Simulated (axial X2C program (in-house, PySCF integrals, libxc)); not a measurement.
**Which molecule has these constants?**

Computed with an in-house all-electron X2C program for linear molecules (integrals from PySCF), spin-free (one-electron X2C) or two-component (2c: spin–orbit coupling with atomic mean-field Coulomb and Gaunt terms, which also bring small scalar terms), in Dyall basis sets with cores contracted in-house; open shells are unrestricted.

A two-component CCSD(T) calculation in a Dyall 3-zeta basis gave Re = 2.284 Å, ωe = 310.3 cm⁻¹, De = 3.76 eV, Ω = 0.

**Question.** Which molecule is it?
A. AlSe⁻
B. BSe⁻
C. GaSe⁻
D. InSe⁻

**Answer.** C. The others have BSe⁻ 1.839 Å and 802.8 cm⁻¹ (Ω = 0); InSe⁻ 2.479 Å and 255.3 cm⁻¹ (Ω = 0); AlSe⁻ 2.246 Å and 439.4 cm⁻¹ (Ω = 0).

Frozen shells (counts by l): GaSe⁻ Se 3s2p1d, Ga 3s2p1d, 10 electrons correlated; BSe⁻ Se 3s2p1d, B 1s, 10 electrons correlated; InSe⁻ In 4s3p2d, Se 3s2p1d, 10 electrons correlated; AlSe⁻ Se 3s2p1d, Al 2s1p, 10 electrons correlated. Coupled cluster in natural virtuals with an MP2 remainder. Where the outer core of a metal is frozen, bonds come out longer and ionisation energies lower.

Each entry is the lowest single determinant of a limited PBE0 search at one distance. De goes to single-determinant-based atoms at the same level (for ions the charge split of lowest energy) and is withheld (n/a) where an atom does not fit its ground term or J level. Main or longest-lived isotopes.
